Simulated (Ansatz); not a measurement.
F$_{3}$H$_{2}$NbO$_{2}$ (`[OH][Nb]([OH])([F])([F])[F]`). The species carries charge 0 and has multiplicity 1. Nb: def2 effective core potential. All single points use the PBE0-D4/def2-TZVP geometry. It is one conformer, not always the lowest.

```xyz
8

O    -0.664   -0.910    0.985
Nb    0.006    0.471   -0.087
O     1.067   -0.632   -1.156
F    -1.718    0.812   -0.697
F     0.513    2.014   -1.017
F     0.834    1.219    1.399
H    -1.175   -1.389    1.634
H     1.137   -1.585   -1.060
```

Problem. What is the dipole moment at ωB97M-V/def2-TZVPP? (Best estimate.)

Solution. Ansatz gave: 4.51 D, with components (-0.56, -4.24, 1.43) D in this frame, pointing from negative to positive charge.

Problem. And with PBE, r2SCAN, B3LYP? (Estimate.)

Solution. Computed: PBE 4.37 D, r2SCAN 4.46 D, B3LYP 4.53 D.

Problem. Give the Mulliken charges with ωB97M-V, B3LYP, r2SCAN in def2-TZVPP. (Estimate.)

Solution. Computed: 
```tsv
atom	ωB97M-V	B3LYP	r2SCAN
O1	-0.49	-0.50	-0.52
Nb2	1.65	1.67	1.66
O3	-0.46	-0.47	-0.49
F4	-0.36	-0.37	-0.37
F5	-0.38	-0.38	-0.38
F6	-0.36	-0.37	-0.36
H7	0.20	0.21	0.22
H8	0.21	0.22	0.23
```

B3LYP here is the variant with VWN-RPA as its local correlation; programs differ in this.
